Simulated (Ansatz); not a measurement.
C₃H₇Al (`[CH3][Al]1[CH2][CH2]1`). Total charge 0; spin multiplicity 1. All single points use the PBE0-D4/def2-TZVP geometry.

```xyz
11

C    -1.167   -1.004   -1.618
Al   -0.161   -0.140   -0.198
C     1.319    0.092    0.979
C     0.178    1.194    1.121
H    -2.240   -0.825   -1.523
H    -0.990   -2.081   -1.640
H    -0.851   -0.600   -2.585
H     2.281    0.480    0.647
H     1.461   -0.524    1.867
H     0.493    2.204    0.862
H    -0.321    1.203    2.089
```

(1) What is the dipole moment at B3LYP/def2-TZVPP? (Best estimate.)

(2) And with PBE, r2SCAN, ωB97M-V? (Best estimate.)

(3) Give the Mulliken charges with B3LYP, PBE, ωB97M-V in def2-TZVPP. (Best estimate.)

Results:

(1) The calculation gave: 1.79 D, with components (-0.94, -0.81, -1.29) D in this frame, pointing from negative to positive charge.

(2) The calculation gave: PBE 1.66 D, r2SCAN 1.74 D, ωB97M-V 1.88 D.

(3) Computed: 
| atom | B3LYP | PBE | ωB97M-V |
| --- | --- | --- | --- |
| C1 | -0.38 | -0.38 | -0.45 |
| Al2 | 0.39 | 0.30 | 0.44 |
| C3 | -0.28 | -0.26 | -0.33 |
| C4 | -0.29 | -0.26 | -0.33 |
| H5 | 0.10 | 0.11 | 0.12 |
| H6 | 0.10 | 0.11 | 0.12 |
| H7 | 0.09 | 0.10 | 0.10 |
| H8 | 0.07 | 0.07 | 0.08 |
| H9 | 0.07 | 0.07 | 0.08 |
| H10 | 0.07 | 0.07 | 0.08 |
| H11 | 0.07 | 0.07 | 0.08 |

B3LYP here is the variant with VWN-RPA as its local correlation; programs differ in this.
